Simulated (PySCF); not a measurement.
The multiplicity is imposed and other spin states were not computed.

```xyz
3

Zn     0.0259     0.0061     0.0082
Cl     1.9629     0.4626     0.6200
F     -1.5827    -0.3730    -0.4999
```

Charge 0, multiplicity 1.

Problem. Give the Mulliken and meta-Löwdin atomic charges from TPSSh-D3(BJ)/def2-TZVP // r2SCAN-D4/def2-SVP (PySCF).

Solution. 
| atom | Mulliken (e) | meta-Löwdin (e) |
|---|---|---|
| Zn1 | 0.77 | 1.33 |
| Cl2 | -0.30 | -0.61 |
| F3 | -0.47 | -0.72 |
